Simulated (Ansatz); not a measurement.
Reaction (formal exchange of groups at the Si–B bond): `OB([SiH3])CI` + `CC(O)=S` → `CC([SiH3])=S` + `OB(O)CI`

Gas-phase electronic energies from Ansatz, PBE0-D4/def2-TZVP geometries. CCSD(T)/CBS adds triple-zeta CCSD(T) − MP2 to the extrapolated MP2 energy (def2 sets, frozen cores). DFT in def2-TZVPP. Elements past krypton have def2 core potentials. For I outer-core shells are correlated without core-valence functions, which leaves a few kJ/mol of doubt a bond. Each species was taken in one conformer, which may not be the lowest.

| level | ΔE (kcal/mol) | difference from CCSD(T)/CBS |
| --- | --- | --- |
| PBE-D4 | -24.1 | 7.2 |
| r2SCAN-D4 | -26.8 | 4.5 |
| PBE0-D4 | -26.2 | 5.1 |
| ωB97X-V | -27.8 | 3.5 |
| B2PLYP | -30.6 | 0.7 |
| PBE | -24.2 | 7.1 |
| r2SCAN | -26.8 | 4.5 |
| PBE0 | -26.3 | 5.0 |
| MP2/def2-TZVPP | -32.1 | -0.8 |
| SCS-MP2/def2-TZVPP | -32.6 | -1.3 |
| CCSD/def2-TZVPP | -31.9 | -0.6 |
| CCSD(T)/def2-TZVPP | -31.0 | 0.3 |
| HF/def2-QZVPP | -34.1 | -2.8 |
| MP2/def2-QZVPP | -32.3 | -1.0 |
| SCS-MP2/def2-QZVPP | -33.0 | -1.7 |
| MP2/CBS(def2) | -32.4 | -1.1 |
| CCSD(T)/CBS | -31.3 | 0 |

Largest T1 diagnostic among the species: 0.017.

From PBE to PBE0 (25 % exact exchange), in def2-TZVPP and without D4, ΔE moves by −2.1 kcal/mol. In def2-TZVPP, CCSD(T) changes the Hartree–Fock value by +2.8 kcal/mol (the triples alone add +1.0 kcal/mol) and MP2 by +1.7 kcal/mol.
